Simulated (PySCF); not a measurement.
Simulated absorption spectrum

Species: C6H13N.
Cartesian coordinates in Å at the GFN2-xTB level; atoms count from 1:
```
atom  x, y, z in Å
C1    -0.491    2.017   -0.985
N2    -0.187    0.819   -1.165
C3    -0.363   -0.224   -0.185
C4    -1.324   -1.233   -0.833
C5    -0.926    0.211    1.173
C6     1.015   -0.901   -0.024
C7     2.083    0.002    0.582
H8    -0.918    2.451   -0.076
H9    -0.319    2.705   -1.802
H10   -2.303   -0.780   -0.975
H11   -0.942   -1.537   -1.804
H12   -1.431   -2.111   -0.202
H13   -1.940    0.590    1.062
H14   -0.952   -0.646    1.841
H15   -0.311    0.984    1.626
H16    1.344   -1.215   -1.016
H17    0.894   -1.792    0.594
H18    1.859    0.242    1.619
H19    2.160    0.927    0.016
H20    3.048   -0.499    0.554
```

Computed, not measured: PySCF, TDDFT PBE0/def2-SVPD, vertical, gas phase, core orbitals frozen in the response.

Each state is given a Gaussian of 0.5 eV full width at half maximum, with ε(max) = 2.175×10⁸ f / Δν̃ (Δν̃ the width in cm⁻¹). The cross-section is σ = 3.8235×10⁻²¹ ε cm², given in Mb (10⁻¹⁸ cm²). The width is an assumption, not a result. The curve ends short of the highest state used, and states not computed would add to its high-energy end.

```json
{"E (eV)": "4.03", "σ (Mb)": "0.00"}
{"E (eV)": "4.09", "σ (Mb)": "0.00"}
{"E (eV)": "4.14", "σ (Mb)": "0.00"}
{"E (eV)": "4.19", "σ (Mb)": "0.01"}
{"E (eV)": "4.25", "σ (Mb)": "0.02"}
{"E (eV)": "4.30", "σ (Mb)": "0.03"}
{"E (eV)": "4.35", "σ (Mb)": "0.05"}
{"E (eV)": "4.41", "σ (Mb)": "0.09"}
{"E (eV)": "4.46", "σ (Mb)": "0.14"}
{"E (eV)": "4.52", "σ (Mb)": "0.20"}
{"E (eV)": "4.57", "σ (Mb)": "0.26"}
{"E (eV)": "4.62", "σ (Mb)": "0.32"}
{"E (eV)": "4.68", "σ (Mb)": "0.38"}
{"E (eV)": "4.73", "σ (Mb)": "0.41"}
{"E (eV)": "4.78", "σ (Mb)": "0.43"}
{"E (eV)": "4.84", "σ (Mb)": "0.41"}
{"E (eV)": "4.89", "σ (Mb)": "0.37"}
{"E (eV)": "4.95", "σ (Mb)": "0.31"}
{"E (eV)": "5.00", "σ (Mb)": "0.25"}
{"E (eV)": "5.05", "σ (Mb)": "0.19"}
{"E (eV)": "5.11", "σ (Mb)": "0.13"}
{"E (eV)": "5.16", "σ (Mb)": "0.09"}
{"E (eV)": "5.22", "σ (Mb)": "0.05"}
{"E (eV)": "5.27", "σ (Mb)": "0.03"}
{"E (eV)": "5.32", "σ (Mb)": "0.02"}
{"E (eV)": "5.38", "σ (Mb)": "0.01"}
{"E (eV)": "5.43", "σ (Mb)": "0.00"}
{"E (eV)": "5.48", "σ (Mb)": "0.00"}
{"E (eV)": "5.54", "σ (Mb)": "0.00"}
{"E (eV)": "5.59", "σ (Mb)": "0.00"}
{"E (eV)": "5.65", "σ (Mb)": "0.00"}
{"E (eV)": "5.70", "σ (Mb)": "0.00"}
{"E (eV)": "5.75", "σ (Mb)": "0.00"}
{"E (eV)": "5.81", "σ (Mb)": "0.00"}
{"E (eV)": "5.86", "σ (Mb)": "0.00"}
{"E (eV)": "5.91", "σ (Mb)": "0.00"}
{"E (eV)": "5.97", "σ (Mb)": "0.00"}
{"E (eV)": "6.02", "σ (Mb)": "0.00"}
{"E (eV)": "6.08", "σ (Mb)": "0.00"}
{"E (eV)": "6.13", "σ (Mb)": "0.01"}
{"E (eV)": "6.18", "σ (Mb)": "0.02"}
{"E (eV)": "6.24", "σ (Mb)": "0.03"}
{"E (eV)": "6.29", "σ (Mb)": "0.05"}
{"E (eV)": "6.35", "σ (Mb)": "0.08"}
{"E (eV)": "6.40", "σ (Mb)": "0.11"}
{"E (eV)": "6.45", "σ (Mb)": "0.16"}
{"E (eV)": "6.51", "σ (Mb)": "0.21"}
{"E (eV)": "6.56", "σ (Mb)": "0.26"}
{"E (eV)": "6.61", "σ (Mb)": "0.32"}
{"E (eV)": "6.67", "σ (Mb)": "0.40"}
{"E (eV)": "6.72", "σ (Mb)": "0.52"}
{"E (eV)": "6.78", "σ (Mb)": "0.79"}
{"E (eV)": "6.83", "σ (Mb)": "1.21"}
{"E (eV)": "6.88", "σ (Mb)": "1.95"}
{"E (eV)": "6.94", "σ (Mb)": "3.50"}
{"E (eV)": "6.99", "σ (Mb)": "5.54"}
```

(1) Where are the band maxima, and which computed states make them?

(2) Coming from long wavelengths, where does ε first pass 100 L mol⁻¹ cm⁻¹?

(3) Does any computed singlet lie in the visible range?

(4) On this curve, what absorbance would a 10⁻⁵ mol/L sample give at 193 nm over a 1 cm path?

Answers

(1) 259 nm (4.78 eV), ε about 110, made up of S1 (100%) (ε in L mol⁻¹ cm⁻¹; maxima over ε = 5, shares over 10%). At its high-energy end, 6.99 eV, the curve is still rising (ε about 1400, from S3 and S4). The states used: S1 4.78 eV (f 0.0021); S2 6.70 eV (f 0.0015); S3 7.33 eV (f 0.026); S4 7.43 eV (f 0.149); S5 7.53 eV (f 0.0068); S6 7.59 eV (f 0.040).

(2) At about 265 nm (4.68 eV), 0.10 eV below S1.

(3) No computed singlet lies in the visible range (380 to 750 nm); the lowest, at 259 nm, stands 1.52 eV above its violet end (3.26 eV).

(4) 193 nm is 6.424 eV, where ε is about 35 L mol⁻¹ cm⁻¹, so A = ε c l ≈ 0.00035 (Beer–Lambert, with the gas-phase spectrum and the assumed width).

One conformer stands for the species.
